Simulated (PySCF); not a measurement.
Bonds (- single, = double, # triple, : aromatic): C1-O2, O2-C3, C3-C4, C4=C5, C5-F6, C5-C7, C7-Si8, Si8-O9, O9-C3. C1 carries H10, H11, H12; C3 carries H13; C4 carries H14; C7 carries H15, H16; Si8 carries H17, H18. Stereochemistry as in CO[C@H]1C=C(F)C[SiH2]O1. H16, H17 are cis to O2 on the ring; H15, H18 are trans to O2 on the ring.

- structure optimised with GFN2-xTB
- shielding tensors at PBE0/pcSseg-1 (GIAO)
- run in PySCF 2.14
- equivalent nuclei averaged, gas phase, one conformer, relativity neglected

Referencing at the same level of theory: $^{13}$C (σref 186.93), $^{1}$H (σref 31.72), $^{29}$Si (σref 349.16) vs TMS; $^{17}$O (σref 336.08) vs H2O; $^{19}$F (σref 170.95) vs CFCl3.

```
      atoms    nucleus  count  δ (ppm)
         F6   $^{19}$F      1        ?
        H16    $^{1}$H      1     2.02
         C3   $^{13}$C      1     99.5
         C4   $^{13}$C      1    114.2
        H15    $^{1}$H      1     1.74
         C5   $^{13}$C      1        ?
        Si8  $^{29}$Si      1    -24.9
         C7   $^{13}$C      1     12.7
H10/H11/H12    $^{1}$H      3        ?
        H13    $^{1}$H      1     5.28
         C1   $^{13}$C      1        ?
        H14    $^{1}$H      1        ?
         O9   $^{17}$O      1     60.2
        H18    $^{1}$H      1     4.88
        H17    $^{1}$H      1     5.12
         O2   $^{17}$O      1     82.1
```

Problem. Fill in the missing shifts.

Solution. 
- C5: 171.5 ppm, fully substituted alkene carbon
- C1: 57.4 ppm, methyl carbon bonded to O; pulled downfield by the heteroatom
- H14: 5.74 ppm, hydrogen on an alkene CH; attached to an sp2 carbon and in the plane of the double bond
- H10/H11/H12: 3.64 ppm, hydrogen on a methyl carbon bonded to O; its carbon carries O, hence the downfield position
- F6: -75.8 ppm, vinylic fluorine

Shifts are as computed. Against solution values, carbons near 30 ppm lie about +3 ppm off and those near 130 ppm about +5 ppm. Of 1309 compounds with measured shifts, 239 miss one by over three times the rms of a fit or turn the order of signals round; such compounds aren't used in these exercises. Unscaled 19F shifts against computed CFCl3 carry errors that often reach 10 to 50 ppm. Experimental scales use liquid or dissolved standards, which lie at an offset from isolated H2O (liquid H2O: subtract about 36 ppm).
